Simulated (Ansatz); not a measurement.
Input for Ansatz (an electronic-structure program): U-PBE0/def2-TZVPP on As2, 2S+1 = 5, a spin state set in the input, which need not be the lowest.

Ansatz 0.2 input:
```yaml
crystal:
  periodic: [false, false, false]
  atoms:
    - {symbol: As, position_ang: [0.00000000, 0.00000000, 0.00000000]}
    - {symbol: As, position_ang: [0.00000000, 0.00000000, 2.26100000]}
basis:
  gaussian:
    orbitals: def2-TZVPP
hamiltonian:
  xc: {name: PBE0}
magnetization: {spin_polarized: true, initial_magnetization: 4}
relax: {f_tol: 0.002, max_steps: 120}
```

### Question
What total energy does the run end on?

### Answer
-4471.1207 hartree.

### Question
How many basis functions does it have, and what does it roughly cost on one machine?

### Answer
96 functions; around 18 core-seconds (rough).
